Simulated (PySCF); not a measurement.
C$_{2}$H$_{6}$NO (SMILES CC([NH3+])=O), charge +1, singlet, geometry from GFN2-xTB. Base run: B3LYP/6-311G** (PySCF).

Here is a job for PySCF.
```python
from pyscf import gto, scf, dft

mol = gto.Mole()
mol.atom = '''
    O     0.419742    1.335988    0.185942
    C    -0.054338    0.283115    0.038637
    N     1.009591   -0.914244   -0.162186
    C    -1.419457   -0.234742    0.003078
    H     0.773244   -1.741228    0.398216
    H    -2.113387    0.595587   -0.125765
    H    -1.572434   -0.966171   -0.787665
    H    -1.656404   -0.714842    0.955158
    H     1.939820   -0.564677    0.109659
    H     1.046856   -1.187111   -1.152123
'''
mol.basis = '6-311g**'
mol.charge = 1
mol.spin = 0
mol.verbose = 4
mol.build()

mf = dft.RKS(mol)
mf.xc = 'b3lyp'
mf.kernel()
mf.analyze()
```

Variants of this job, named by their change:

```csv
change,ΔE vs base (mEh),fitting functions
base,0.000,-
auxbasis = even-tempered beta=1.6,0.003,1060
only_dfj = on; auxbasis = def2-universal-jfit,-0.257,262
auxbasis = def2-tzvp-ri,-0.139,394
auxbasis = def2-universal-jkfit,-0.089,412
"exchange = seminumerical (SGX) (with mf = sgx.sgx_fit(mf, auxbasis='def2-universal-jfit'); with mf.with_df.dfj = True)",-0.257,262
auxbasis = cc-pvtz-jkfit,-0.019,496
auxbasis = cc-pvtz-ri,[?],[?]
auxbasis = def2-svp-ri,[?],[?]
auxbasis = cc-pvdz-jkfit,-0.013,418
```

Task: What belongs in the gaps?

Result: 
- auxbasis = cc-pvtz-ri, ΔE vs base (mEh): -0.197
- auxbasis = cc-pvtz-ri, fitting functions: 504
- auxbasis = def2-svp-ri, ΔE vs base (mEh): -10.868
- auxbasis = def2-svp-ri, fitting functions: 276

A fitting set is made for a task (jfit for Coulomb, jkfit for Coulomb and exchange, ri for correlation) and for a family of orbital bases.
